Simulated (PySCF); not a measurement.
F₅Nb, SMILES [F][Nb]([F])([F])([F])[F] (connectivity only; charge and spin as stated), charge -1, multiplicity 2.

The structure is a stationary point at PBE0-D3(BJ)/def2-SVPD. The spin state was assumed, not searched. The isomer is the one that the SMILES or the coordinates give; other isomers of the formula were not compared. The def2 effective core potentials stand for the cores of Nb; spin–orbit coupling is left out.

Level of theory: PBE0-D3(BJ)/def2-SVPD (PySCF).

Frequencies are harmonic and unscaled.

```
mode  ν (cm⁻¹)  IR (km/mol)  moving atoms (share of kinetic energy)
----  --------  -----------  --------------------------------------
1           70         28.0                         F 88 %, Nb 12 %
2           96          0.0                                 F 100 %
3          104          5.7                                  F 99 %
4          175         40.0                         F 79 %, Nb 21 %
5          188          9.6                          F 92 %, Nb 8 %
6          194         22.1                         F 80 %, Nb 20 %
7          245          7.7                         F 90 %, Nb 10 %
8          521          0.0                                 F 100 %
9          540        243.9                         F 82 %, Nb 18 %
10         561        385.5                         F 68 %, Nb 32 %
11         629          0.6                                 F 100 %
12         650        276.2                         F 71 %, Nb 29 %
```
